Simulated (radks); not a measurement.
Numerical settings for neutral iron, [Ar] 3d6 4s2. All-electron calculation, non-relativistic Kohn-Sham, r2SCAN, spin-polarised, spherical densities, point nucleus; open shells are filled with parallel spins first; meta-GGA in the generalised Kohn-Sham scheme. Program: a radial shooting solver on a logarithmic mesh with Libxc functionals. The defaults (mesh step 0.008 in ln r, mesh end at 40 bohr or more with all orbitals vanishing there, Anderson mixing 0.5 over 9 steps, residual threshold near 1e-9 with the energy settled to 1e-9 hartree or 1e-11 of itself, here a cap of 99 iterations) give E = -1263.632 hartree and 3d at -4.762 eV in 13 iterations. Run on one thread of a shared host, so times are rough (Arm Neoverse V1): 0.17 s of CPU time, 0.17 s wall, 13 iterations on 2669 mesh points. Changes against that run (0 stands for a change within the tolerance of the run):

| setting | iterations | converged | E (mhartree) | e(3d) (meV) | CPU (s) |
|---|---|---|---|---|---|
| mesh step in ln r 0.03 | 35 | yes | +0.00561 | +0.0248 | 0.12 |
| mesh step in ln r 0.05 | 25 | yes | +0.142 | -0.028 | 0.06 |
| mesh step in ln r 0.08 | 99 | no | -0.679 | -10.6 | 0.16 |
| mesh end (bohr) 400 | 13 | yes | 0 | 0 | 0.17 |
| mesh end (bohr) 3 | 11 | level above zero | +1.42e+03 | +1.29e+04 | 0.11 |
| residual threshold 0.1 | 11 | yes | 0 | +0.219 | 0.15 |
| residual threshold 1e-16 | 99 | no | 0 | +0.0163 | 0.81 |
| mixing 0.01 | 25 | yes | 0 | +0.0197 | 0.28 |
| linear mixing, mixing 0.2 | 67 | yes | 0 | +0.0316 | 0.62 |
| linear mixing, mixing 0.05 | 99 | no | +0.00555 | -25.8 | 0.94 |
| mixing history 2 | 19 | yes | 0 | +0.0037 | 0.21 |
| iteration cap 5 | 5 | no | +1.01 | -441 | 0.08 |

Settled on a wrong energy, with an occupied level pushed above zero by the early mesh end: mesh end (bohr) 3 (+1.42 hartree). Apart from these: no run marked as converged misses the energy by more than 1 mhartree. A mesh that ends early acts as a hard wall.
